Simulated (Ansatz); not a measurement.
Abridged output of a molecular run in Ansatz:

```
Functional definition: HF
1089 factors; integrals over basis functions are off by at most 7.1e-4 eV
mean field evaluation 1: about -28750.5098 eV, gradient 4.0e1 eV
mean field evaluation 2: about -28750.5907 eV, gradient 4.0e1 eV
mean field evaluation 4: about -28753.8420 eV, gradient 2.2e0 eV
mean field evaluation 8: about -28753.8823 eV, gradient 2.2e-1 eV
mean field -28753.88274375 eV, -1056.6857007511 hartree, gradient 6.2e-6 eV, S^2 0.000000; 0 other end points of the search recorded, 0 dependent functions left out
11 core orbitals not correlated: weight in the atoms' cores, before any rotation towards them, 1.000 or more for the frozen orbitals, at most 0.000 for the correlated occupied ones
reference -28753.88274375 eV, -1056.6857007511 hartree; 16, 16 occupied and 144, 144 virtual orbitals, 1089 factors
second order -23.79269057 eV of doubles, -0.00000000 eV of singles
cycle   1  -24.07374608 eV  change   -2.8e-1 eV  update   1.1e-1
cycle   2  -24.50066962 eV  change   -4.3e-1 eV  update   4.0e-2
cycle   3  -24.64108675 eV  change   -1.4e-1 eV  update   2.0e-2
cycle   4  -24.63512453 eV  change    6.0e-3 eV  update   5.5e-3
cycle   5  -24.62676780 eV  change    8.4e-3 eV  update   2.3e-3
cycle   6  -24.62736737 eV  change   -6.0e-4 eV  update   7.0e-4
cycle   7  -24.62737083 eV  change   -3.5e-6 eV  update   2.2e-4
cycle   8  -24.62727098 eV  change    1.0e-4 eV  update   8.7e-5
cycle   9  -24.62730265 eV  change   -3.2e-5 eV  update   3.1e-5
cycle  10  -24.62733483 eV  change   -3.2e-5 eV  update   1.2e-5
perturbative correction -0.90843341 eV, -0.0333843120 hartree
Total energy: -28779.41851200 eV, -1057.6241229253 hartree
```

Its atoms:

Cartesian coordinates in Å:
```
F -0.018 0.406 -2.027
Y -0.001 0.020 -0.096
Cl 2.120 0.170 1.119
Cl -2.101 -0.597 1.004
```

Q: Which basis set was used?
A. cc-pV(D+d)Z
B. cc-pV(Q+d)Z
C. def2-TZVPP
D. def2-SVPD

A: C. It gives 171 functions.

Q: Write the keys of the input that set method, charge and spin (a neutral closed shell needs none for the last two).

A: 
```yaml
correlation: {method: ccsd_t}
```
